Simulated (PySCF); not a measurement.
# Basis-set dependence of population analyses: `C#C[Si@H]([SiH3])C#N`

C₃H₅NSi₂.
Numbering: `[CH:1]#[C:2][Si@H:3]([SiH3:4])[C:5]#[N:6]` (hydrogens: H7 on C1; H8 on Si3; H9, H10, H11 on Si4)

PBE0 throughout (PySCF), one geometry, spherical d and f functions. Geometry: PBE0-D3(BJ)/def2-SVP; no solvent, vibrations or thermal averaging. The first 7 of 9 kinds of atom are listed.

Mulliken charges (e):

```csv
basis,functions,C1,C2,Si3,Si4,C5,N6,H7
STO-3G,43,-0.129,-0.235,+0.572,+0.374,-0.129,-0.198,+0.121
6-31G,72,-0.306,-0.236,+0.640,+0.283,-0.098,-0.281,+0.276
pcSseg-0,72,-0.340,-0.409,+0.912,+0.104,-0.226,-0.376,+0.296
6-31G*,102,-0.175,-0.159,+0.343,+0.133,+0.012,-0.267,+0.250
cc-pVDZ,117,-0.129,-0.030,+0.359,+0.088,-0.162,-0.110,+0.034
def2-SVP,117,-0.206,-0.018,+0.369,+0.196,-0.236,-0.058,+0.062
aug-cc-pVDZ,191,+1.252,-0.777,+0.180,-0.958,-0.075,-0.344,-0.464
"6-311+G(2d,p)",208,-0.229,+0.017,+0.363,+0.163,-0.145,-0.236,+0.171
def2-TZVP,228,-0.153,-0.158,+0.285,+0.028,-0.208,-0.028,+0.192
cc-pVTZ,258,-0.074,-0.223,+0.337,+0.058,-0.190,-0.062,+0.167
IGLO-III,278,-0.204,-0.115,+0.378,+0.560,+0.047,-0.318,+0.167
```

IAO charges (e):

```json
{"basis": "STO-3G", "functions": "43", "C1": "-0.138", "C2": "-0.305", "Si3": "+0.601", "Si4": "+0.413", "C5": "-0.178", "N6": "-0.149", "H7": "+0.161"}
{"basis": "6-31G", "functions": "72", "C1": "-0.155", "C2": "-0.298", "Si3": "+0.542", "Si4": "+0.188", "C5": "-0.131", "N6": "-0.178", "H7": "+0.210"}
{"basis": "pcSseg-0", "functions": "72", "C1": "-0.139", "C2": "-0.303", "Si3": "+0.548", "Si4": "+0.131", "C5": "-0.133", "N6": "-0.178", "H7": "+0.202"}
{"basis": "6-31G*", "functions": "102", "C1": "-0.142", "C2": "-0.334", "Si3": "+0.632", "Si4": "+0.290", "C5": "-0.153", "N6": "-0.182", "H7": "+0.207"}
{"basis": "cc-pVDZ", "functions": "117", "C1": "-0.154", "C2": "-0.327", "Si3": "+0.624", "Si4": "+0.288", "C5": "-0.155", "N6": "-0.176", "H7": "+0.210"}
{"basis": "def2-SVP", "functions": "117", "C1": "-0.144", "C2": "-0.327", "Si3": "+0.625", "Si4": "+0.297", "C5": "-0.156", "N6": "-0.174", "H7": "+0.203"}
{"basis": "aug-cc-pVDZ", "functions": "191", "C1": "-0.162", "C2": "-0.326", "Si3": "+0.626", "Si4": "+0.291", "C5": "-0.144", "N6": "-0.192", "H7": "+0.214"}
{"basis": "6-311+G(2d,p)", "functions": "208", "C1": "-0.160", "C2": "-0.336", "Si3": "+0.648", "Si4": "+0.314", "C5": "-0.151", "N6": "-0.193", "H7": "+0.214"}
{"basis": "def2-TZVP", "functions": "228", "C1": "-0.159", "C2": "-0.339", "Si3": "+0.655", "Si4": "+0.317", "C5": "-0.154", "N6": "-0.190", "H7": "+0.215"}
{"basis": "cc-pVTZ", "functions": "258", "C1": "-0.159", "C2": "-0.335", "Si3": "+0.646", "Si4": "+0.305", "C5": "-0.153", "N6": "-0.187", "H7": "+0.215"}
{"basis": "IGLO-III", "functions": "278", "C1": "-0.160", "C2": "-0.338", "Si3": "+0.654", "Si4": "+0.316", "C5": "-0.153", "N6": "-0.192", "H7": "+0.215"}
```

Hirshfeld charges (e):

```json
{"basis": "STO-3G", "functions": "43", "C1": "-0.087", "C2": "-0.163", "Si3": "+0.407", "Si4": "+0.280", "C5": "-0.074", "N6": "-0.175", "H7": "+0.079"}
{"basis": "6-31G", "functions": "72", "C1": "-0.062", "C2": "-0.157", "Si3": "+0.320", "Si4": "+0.212", "C5": "-0.043", "N6": "-0.180", "H7": "+0.112"}
{"basis": "pcSseg-0", "functions": "72", "C1": "-0.061", "C2": "-0.164", "Si3": "+0.339", "Si4": "+0.227", "C5": "-0.050", "N6": "-0.179", "H7": "+0.108"}
{"basis": "6-31G*", "functions": "102", "C1": "-0.056", "C2": "-0.152", "Si3": "+0.309", "Si4": "+0.218", "C5": "-0.030", "N6": "-0.186", "H7": "+0.114"}
{"basis": "cc-pVDZ", "functions": "117", "C1": "-0.061", "C2": "-0.153", "Si3": "+0.324", "Si4": "+0.234", "C5": "-0.040", "N6": "-0.179", "H7": "+0.109"}
{"basis": "def2-SVP", "functions": "117", "C1": "-0.059", "C2": "-0.153", "Si3": "+0.327", "Si4": "+0.239", "C5": "-0.035", "N6": "-0.184", "H7": "+0.108"}
{"basis": "aug-cc-pVDZ", "functions": "191", "C1": "-0.061", "C2": "-0.159", "Si3": "+0.332", "Si4": "+0.236", "C5": "-0.038", "N6": "-0.195", "H7": "+0.108"}
{"basis": "6-311+G(2d,p)", "functions": "208", "C1": "-0.059", "C2": "-0.160", "Si3": "+0.329", "Si4": "+0.241", "C5": "-0.037", "N6": "-0.196", "H7": "+0.110"}
{"basis": "def2-TZVP", "functions": "228", "C1": "-0.059", "C2": "-0.156", "Si3": "+0.325", "Si4": "+0.235", "C5": "-0.035", "N6": "-0.194", "H7": "+0.109"}
{"basis": "cc-pVTZ", "functions": "258", "C1": "-0.060", "C2": "-0.154", "Si3": "+0.326", "Si4": "+0.233", "C5": "-0.035", "N6": "-0.191", "H7": "+0.109"}
{"basis": "IGLO-III", "functions": "278", "C1": "-0.063", "C2": "-0.157", "Si3": "+0.334", "Si4": "+0.237", "C5": "-0.036", "N6": "-0.199", "H7": "+0.108"}
```

ESP-fitted charges (e):

```json
{"basis": "STO-3G", "functions": "43", "C1": "-0.287", "C2": "-0.063", "Si3": "+0.253", "Si4": "+0.242", "C5": "+0.218", "N6": "-0.374", "H7": "+0.213"}
{"basis": "6-31G", "functions": "72", "C1": "-0.316", "C2": "-0.102", "Si3": "+0.240", "Si4": "+0.214", "C5": "+0.252", "N6": "-0.404", "H7": "+0.298"}
{"basis": "pcSseg-0", "functions": "72", "C1": "-0.290", "C2": "-0.162", "Si3": "+0.322", "Si4": "+0.176", "C5": "+0.232", "N6": "-0.407", "H7": "+0.300"}
{"basis": "6-31G*", "functions": "102", "C1": "-0.309", "C2": "-0.106", "Si3": "+0.277", "Si4": "+0.136", "C5": "+0.190", "N6": "-0.362", "H7": "+0.303"}
{"basis": "cc-pVDZ", "functions": "117", "C1": "-0.314", "C2": "-0.098", "Si3": "+0.267", "Si4": "+0.102", "C5": "+0.175", "N6": "-0.346", "H7": "+0.299"}
{"basis": "def2-SVP", "functions": "117", "C1": "-0.304", "C2": "-0.104", "Si3": "+0.264", "Si4": "+0.137", "C5": "+0.193", "N6": "-0.359", "H7": "+0.295"}
{"basis": "aug-cc-pVDZ", "functions": "191", "C1": "-0.376", "C2": "-0.032", "Si3": "+0.201", "Si4": "+0.121", "C5": "+0.237", "N6": "-0.394", "H7": "+0.320"}
{"basis": "6-311+G(2d,p)", "functions": "208", "C1": "-0.377", "C2": "-0.044", "Si3": "+0.224", "Si4": "+0.115", "C5": "+0.219", "N6": "-0.386", "H7": "+0.327"}
{"basis": "def2-TZVP", "functions": "228", "C1": "-0.370", "C2": "-0.041", "Si3": "+0.216", "Si4": "+0.126", "C5": "+0.223", "N6": "-0.385", "H7": "+0.321"}
{"basis": "cc-pVTZ", "functions": "258", "C1": "-0.363", "C2": "-0.048", "Si3": "+0.221", "Si4": "+0.132", "C5": "+0.213", "N6": "-0.376", "H7": "+0.318"}
{"basis": "IGLO-III", "functions": "278", "C1": "-0.369", "C2": "-0.029", "Si3": "+0.179", "Si4": "+0.134", "C5": "+0.235", "N6": "-0.389", "H7": "+0.319"}
```

Problem. Which scheme is steadiest as the basis changes?

Solution. Largest range over the bases for any column: Hirshfeld 0.10 e, ESP-fitted 0.14 e, IAO 0.28 e, Mulliken 1.59 e. Hirshfeld charges move least and Mulliken charges most, counted in e. Without the minimal STO-3G basis the ranges are Hirshfeld 0.03, ESP-fitted 0.14, IAO 0.19, Mulliken 1.59 e.

Problem. How much do the charges still move between the two largest bases, cc-pVTZ and IGLO-III?

Solution. At most, over all atoms: Mulliken 0.501 e, IAO 0.011 e, Hirshfeld 0.008 e, ESP-fitted 0.042 e.

Problem. What do the same runs give for the total energy, the frontier levels and the dipole moment?

Solution. 
```csv
basis,energy (Eh),HOMO (eV),LUMO (eV),μ (D)
STO-3G,-741.7197,-6.07,3.57,3.55
6-31G,-750.3838,-8.22,-0.53,3.93
pcSseg-0,-749.4573,-8.59,-0.84,4.08
6-31G*,-750.4879,-8.16,-0.68,3.86
cc-pVDZ,-750.5336,-8.24,-0.81,3.75
def2-SVP,-750.2162,-8.33,-0.91,3.80
aug-cc-pVDZ,-750.5453,-8.36,-1.05,4.00
"6-311+G(2d,p)",-750.5958,-8.39,-1.13,4.03
def2-TZVP,-750.6120,-8.38,-1.09,3.97
cc-pVTZ,-750.6104,-8.35,-1.02,3.92
IGLO-III,-750.6138,-8.40,-1.13,4.02
```

The dipole is fixed by the density alone, so its range of 0.53 D shows that the density itself changes with the basis, not only its division among atoms.
